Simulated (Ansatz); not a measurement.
Geometry optimisation, Ansatz 0.2.0, RKS PBE/def2-SVP.

The input (input.yaml):

```yaml
crystal:
  periodic: [false, false, false]
  atoms:
    - { symbol: Ta, position_ang: [-0.266549, -0.246841, 0.16392] }
    - { symbol: Cl, position_ang: [3.381655, -0.140209, 0.620418] }
    - { symbol: Cl, position_ang: [0.320701, 1.040877, 1.961264] }
    - { symbol: Cl, position_ang: [0.812275, 0.243244, -1.781327] }
    - { symbol: Cl, position_ang: [-2.161274, 1.056885, -0.28485] }
    - { symbol: Cl, position_ang: [-2.074285, -2.007844, 0.075187] }
    - { symbol: O, position_ang: [0.636336, -1.889223, 0.707586] }
    - { symbol: Al, position_ang: [-0.287996, -3.469373, 0.806373] }
    - { symbol: H, position_ang: [0.031374, -4.458016, -0.400497] }
    - { symbol: H, position_ang: [-0.639151, -3.907318, 2.296915] }
    - { symbol: H, position_ang: [2.751014, -1.295583, 0.859211] }
basis:
  gaussian: { orbitals: def2-SVP }
hamiltonian:
  xc: pbe
relax:
  f_tol: 0.03
  max_steps: 50
output:
  orbitals: {}
```

Command:

```bash
$ ansatz run input.yaml --threads 4 --pin off --max-ram 5120MiB --backend cpu --events-out ev --progress --plain --runs-dir out
```

Q: Where does it end, and by what steps?

A: It converged. After 27 steps the energy has fallen by 0.457 eV; Cl5 moved furthest, 1.29 Å.

```
step  energy less start (eV)  largest force component (eV/Å)  accepted
   0                  0.0000                           1.797       yes
   1                 -0.1122                           0.971       yes
   2                 -0.1512                           0.781       yes
   3                 -0.1799                           0.711       yes
   4                 -0.1926                           0.806       yes
   5                 -0.2064                           0.389       yes
   6                 -0.2133                           0.160       yes
   7                 -0.2165                           0.104       yes
   8                 -0.2195                           0.065       yes
   9                 -0.2213                           0.142       yes
  10                 -0.2236                           0.462       yes
  11                 -0.2304                           0.517       yes
  12                 -0.2505                           0.663       yes
  13                 -0.2894                           0.604       yes
  14                 -0.3448                           0.456       yes
  15                 -0.3895                           0.302       yes
  16                 -0.4334                           0.225       yes
  17                 -0.4349                           0.362       yes
  18                 -0.4482                           0.176       yes
  19                 -0.4501                           0.131       yes
  20                 -0.4526                           0.094       yes
  21                 -0.4535                           0.033       yes
  22                 -0.4546                           0.052       yes
  23                 -0.4553                           0.052       yes
  24                 -0.4561                           0.072       yes
  25                 -0.4567                           0.033       yes
  26                 -0.4570                           0.032       yes
  27                 -0.4572                           0.025       yes
```

```xyz
11
Properties=species:S:1:pos:R:3
Ta -0.390 -0.112 0.198
Cl 3.593 -1.236 0.503
Cl 0.658 1.662 1.217
Cl 0.397 0.296 -1.926
Cl -2.522 0.498 0.825
Cl -1.556 -2.231 -0.857
O 0.386 -1.472 1.135
Al -0.235 -3.243 0.792
H 0.923 -4.074 0.088
H -1.188 -3.710 1.978
H 2.438 -1.452 1.071
```

Run time: 110 s on 4 threads of Arm Neoverse V2, with other jobs on the host, peak memory 0.32 GiB.
